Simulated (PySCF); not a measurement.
Species: C8H9FO.
SMILES: `COCc1ccc(F)cc1`

Theory: PySCF, TDDFT CAM-B3LYP/def2-SVPD, vertical, gas phase, core orbitals frozen in the response. One conformer (not necessarily the lowest) at the PBE0-D3(BJ)/def2-SVP geometry, without solvent, vibrations or thermal averaging. Torsions of this conformer, `[CH3:1][O:2][CH2:3][c:4]1[cH:5][cH:6][c:7]([F:8])[cH:9][cH:10]1`: C1–O2–C3–C4 -70°, O2–C3–C4–C5 141°.

Question: List the vertical singlet excitations with oscillator strengths and describe the spectrum.

Answer: 

```csv
state,E (eV),ν̃ (cm⁻¹),f,"main configurations (H = HOMO, L = LUMO)"
S1,5.30,42750,0.014,"H→L (70%), H-1→L+1 (25%)"
S2,6.04,48730,0.028,"H→L+1 (62%), H-1→L (33%)"
S3,6.78,54670,0.019,"H-2→L (56%), H-2→L+1 (30%)"
S4,6.95,56060,0.502,"H-1→L (46%), H→L+1 (25%), H-2→L+1 (14%)"
S5,6.95,56080,0.125,"H→L+2 (49%), H-1→L+1 (22%), H→L (9%)"
S6,7.03,56710,0.206,"H-2→L+1 (41%), H-2→L (22%), H-1→L (16%)"
S7,7.05,56860,0.288,"H-1→L+1 (43%), H→L+2 (26%), H→L (13%)"
S8,7.49,60440,0.031,"H-2→L+2 (55%), H→L+4 (16%)"
S9,7.50,60490,0.0022,"H-1→L+2 (74%), H-1→L+4 (14%)"
S10,7.54,60810,0.0059,"H→L+3 (27%), H-2→L+2 (19%), H→L+4 (14%)"
```

Triplets, Tamm–Dancoff:

```csv
state,E (eV),λ (nm),"main configurations (H = HOMO, L = LUMO)"
T1,4.03,307.9,"H→L+1 (51%), H-1→L (35%)"
T2,4.49,276.1,H→L (88%)
T3,4.75,261.0,"H-1→L (59%), H→L+1 (37%)"
T4,5.39,230.1,H-1→L+1 (90%)
```

The lowest singlet lies at 5.30 eV (234 nm, ultraviolet) and is weak; its leading configuration is HOMO→LUMO (70%). The most intense listed level is S4 at 6.95 eV (178 nm, f = 0.502), 1.65 eV above S1. S4/S5 and S8/S9 lie within about 0.01 eV of each other in each set. Löwdin shares by element: HOMO carbon 51% or more, fluorine 10% (atoms not listed hold the other 39%); LUMO carbon 70% or more (atoms not listed hold the other 30%). Weighted by f, the mean energy of these states is 6.96 eV. The oscillator strengths of these states sum to 1.220; summed over the whole spectrum of an exact calculation they would give the number of electrons, 74 (Thomas–Reiche–Kuhn). Orbital energies (eV): HOMO-3 -10.60, HOMO-2 -9.21, HOMO-1 -8.93, HOMO -8.33, LUMO 0.40, LUMO+1 0.68, LUMO+2 1.26. The vertical ionisation energy (ΔSCF) is 9.02 eV, 1.48 eV above S10. The window holds the lowest 10 singlets.

On Arm Neoverse V2, one thread, no GPU, shared host with 96 logical CPUs at a one-minute load of 42, this took 8.5 min and 1.3 GiB of memory at its peak.
